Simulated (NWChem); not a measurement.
System: C$_{3}$H$_{7}$Br; SMILES CC(C)Br

Computed with NWChem. Pople sets run with spherical d functions. The geometry was optimised at PBE0/def2-SVP. B3LYP is NWChem's, with the RPA form of VWN correlation.

Taking B3LYP/aug-cc-pVTZ as the yardstick, which of these has the fewest basis functions while keeping “dipole (D)” within 0.05 D of it: B3LYP/6-31G*; B3LYP/def2-TZVP; B3LYP/def2-SVPD; B3LYP/def2-SVP; B3LYP/STO-3G; B3LYP/3-21G?

B3LYP/def2-SVPD.
```csv
level,basis functions,dipole (D)
B3LYP/STO-3G,40,1.73
B3LYP/3-21G,63,2.05
B3LYP/6-31G*,88,2.36
B3LYP/def2-SVP,109,2.06
B3LYP/def2-SVPD,157,2.29
B3LYP/def2-TZVP,183,2.26
B3LYP/aug-cc-pVTZ,358,2.29
```

The yardstick is one finite set, not the basis-set limit.
